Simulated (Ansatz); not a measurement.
Isolated molecules relaxed with PBE0-D4/def2-TZVP in Ansatz; ΔE leaves out vibrations. CCSD(T)/CBS is the MP2 limit (def2-TZVPP, def2-QZVPP) plus CCSD(T) − MP2 in def2-TZVPP, frozen cores. Functionals use def2-TZVPP. One conformer a species, not always the lowest.

Consider the redistribution: `FC(S)NP` + `B[SiH](O)[SiH3]` → `O[SiH]([SiH3])P` + `BNC(F)S`.

`FC(S)NP`:

```xyz
10

F    -0.738   -0.941    1.368
C     0.159   -0.018    0.834
S     1.834   -0.451    1.377
N     0.145    0.006   -0.564
P    -1.035    0.946   -1.373
H    -0.146    0.955    1.225
H     1.484   -0.746    2.638
H     0.521   -0.828   -0.992
H    -0.338    1.135   -2.594
H    -1.886   -0.058   -1.920
```

`B[SiH](O)[SiH3]`:

```xyz
11

B    -1.446   -0.762    1.165
Si    0.282   -0.727    0.189
O     1.586   -0.704    1.214
Si    0.190    1.224   -1.142
H    -1.548   -0.545    2.335
H    -2.449   -0.923    0.532
H     0.388   -1.864   -0.778
H     2.455   -0.652    0.815
H    -0.160    2.427   -0.339
H     1.522    1.463   -1.769
H    -0.820    1.063   -2.222
```

`O[SiH]([SiH3])P`:

Z-matrix (Å, degrees):
```
Si
Si 1 2.336
P 1 2.260 2 113.3
O 1 1.654 2 106.6 3 -121.4
H 1 1.494 2 110.9 3 117.2
H 2 1.488 1 112.4 3 -180.0
H 2 1.488 1 109.7 3 58.5
H 2 1.489 1 108.2 3 -59.8
H 3 1.420 1 95.5 2 -32.3
H 3 1.421 1 92.7 2 62.1
H 4 0.959 1 117.4 2 177.5
```

`BNC(F)S`:

```xyz
10

B    -0.050    1.603   -0.471
N    -0.204    0.624    0.507
C    -0.050   -0.785    0.410
F    -1.288   -1.388    0.552
S     0.713   -1.267   -1.153
H    -0.271    2.735   -0.164
H     0.304    1.298   -1.568
H    -0.513    0.898    1.429
H     0.555   -1.167    1.236
H     0.804   -2.553   -0.778
```

```csv
level,ΔE (kJ/mol)
PBE0,-198.8
HF/def2-TZVPP,-181.8
SCS-MP2/def2-TZVPP,-197.3
CCSD/def2-TZVPP,-195.7
```

What does CCSD(T)/CBS give? (Best estimate.)

The calculation gave: -199.6 kJ/mol. The listed levels differ from it by 0.8, 17.8, 2.3, 3.9 kJ/mol.

Largest T1 diagnostic among the species: 0.014.

In def2-TZVPP, CCSD(T) changes the Hartree–Fock value by −17.3 kJ/mol (the triples alone add −3.4 kJ/mol) and MP2 by −22.9 kJ/mol.

CCSD(T)/CBS has its own doubt, a few kJ/mol and more with outer-core shells, so smaller differences from it don't rank the levels.
